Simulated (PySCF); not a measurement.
**Question.** What does the PBE0-D3(BJ)/def2-SVP structure of InChI=1S/C5H7NS/c1-6-5-3-2-4-7-5/h2-4,6H,1H3 look like in three dimensions?

**Answer.** 
```xyz
14
C5H7NS angstrom
C     -2.3536    0.4430    0.4258
N     -1.4442   -0.5995    0.0416
C     -0.1035   -0.4491    0.3007
C      0.5730    0.6630    0.7546
C      1.9796    0.4421    0.8453
C      2.3595   -0.8144    0.4743
S      0.9949   -1.7610   -0.0168
H     -3.3750    0.1603    0.1372
H     -2.1060    1.3773   -0.1037
H     -2.3421    0.6608    1.5127
H     -1.7984   -1.5436    0.1221
H      0.0834    1.5988    1.0214
H      2.6869    1.1988    1.1890
H      3.3547   -1.2546    0.4632
```

Any rigid rotation of these coordinates is as good. Atoms count from 1 in this order. N2 (aniline-type nitrogen) has angles 119.2°, 115.8° and 115.4°, sum 350.4°, 0.23 Å off the plane of its three neighbours. The C–C distances run from 1.364 Å (C5–C6, aromatic) to 1.427 Å (C4–C5, aromatic), a spread of 0.063 Å. The C–N distances run from 1.374 Å (N2–C3, drawn single) to 1.436 Å (C1–N2, drawn single), a spread of 0.062 Å. The 5-membered ring C3–C4–C5–C6–S7 has internal angles of 91.9° to 113.6°; it is planar, 0.00 Å rms from its mean plane, widest ring torsion 1°.

Bonds between heavy atoms (Å): C1–N2 1.436, N2–C3 1.374, C3–C4 1.379, C4–C5 1.427, C5–C6 1.364, C6–S7 1.732, C3–S7 1.740.

Method: PBE0-D3(BJ)/def2-SVP geometry optimisation, gas phase in PySCF 2.14.0.

Not checked by PBE0-D3(BJ)/def2-SVP frequencies. The numbers are those of one conformer (C1–N2–C3–C4 -9°).

On Arm Neoverse V1, one thread, on a shared host, this took 54 s wall. This is the geometry optimisation.
